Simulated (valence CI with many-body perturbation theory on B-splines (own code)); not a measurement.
The numbers below are computed, except where a source is named.
# Ta⁶⁸⁺ in three bases

Level of theory: relativistic CI+MBPT: three valence electrons over a frozen Dirac-Fock core [He], radial functions for each j: 9 s, 9 p, 8 d, 6 f, 3 g, 1 h, with the one-electron correlation potential Σ1, the two-electron term Σ2, the three-electron term Σ3, Breit, model QED; selected CI, second order for the rest, scaled by the run's own slope (own B-spline code, finite nucleus).

The last digits are not significant, and no measured levels were compared; by estimate large intervals hold to a few tenths of a per cent, small ones and those within an open d or f shell to about a per cent.

The reference run has the lowest level (2s^2 2p1/2) J=1/2 and an ionisation energy of 18240.7 eV. Its largest variational space holds 8592 state functions.

Levels are named by their leading jj configuration (3d3/2^4 stands for four electrons in 3d with j = 3/2), which in mixed levels can hold well under half, so a name can repeat and another be missing. Letters in brackets count levels of one name in rising energy.

Changed runs:
A. basis 6 s, 6 p, 5 d, 3 f, 1 g
B. basis 5 s, 5 p, 4 d, 2 f

Excitation energies of the reference run in cm⁻¹, and shifts in cm⁻¹:

```
                     Level  Reference        A       B
        (2s 2p1/2^2) J=1/2    2136650     -108    -267
        (2s^2 2p3/2) J=3/2   11088000      +53     -39
(2s 2p1/2 2p3/2) J=3/2 [a]   12592100     -140    -636
    (2s 2p1/2 2p3/2) J=5/2   12917800     +153     -23
    (2s 2p1/2 2p3/2) J=1/2   13493700      +74    -9.5
(2s 2p1/2 2p3/2) J=3/2 [b]   13510200     +158    +231
     (2p1/2^2 2p3/2) J=3/2   15728700      -93    -251
        (2s 2p3/2^2) J=5/2   23823600      +39    -358
        (2s 2p3/2^2) J=1/2   24691800      +15     -35
        (2s 2p3/2^2) J=3/2   24697100     +149    +133
     (2p1/2 2p3/2^2) J=3/2   26424500      -76    -513
     (2p1/2 2p3/2^2) J=5/2   26606900     +150     +49
    Ionisation energy (eV)    18240.7  +0.0037  -0.057
```
